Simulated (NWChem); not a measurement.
System: YF₃; SMILES [F][Y]([F])[F]

Input file for NWChem:

```
start job
memory heap 200 mb stack 900 mb global 1100 mb
geometry units angstroms noautoz
  Y     -0.033802     0.068260     0.166584
  F     -1.754596    -0.936258     0.372731
  F     -0.071070     1.974693    -0.447172
  F      1.647670    -0.680737     0.956655
end
basis spherical
  * library def2-svp
end
ecp
  Y library def2-ecp
end
dft
  xc becke97-2
  iterations 150
  mulliken
end
task dft energy
```

Structure relaxed at the PBE-D3(BJ)/def2-SVP level. Not confirmed as a minimum by frequencies. def2 effective core potentials on Y; no spin-orbit coupling.

Predict the main results of this run. (B97-2/def2-SVP with def2 effective core potentials on Y.) Quantities: energy (Ha); highest occupied level (eV); orbital gap (eV); dipole (D).


```yaml
energy (Ha): -337.82
highest occupied level (eV): -10.00
orbital gap (eV): 7.72
dipole (D): 1.23
```
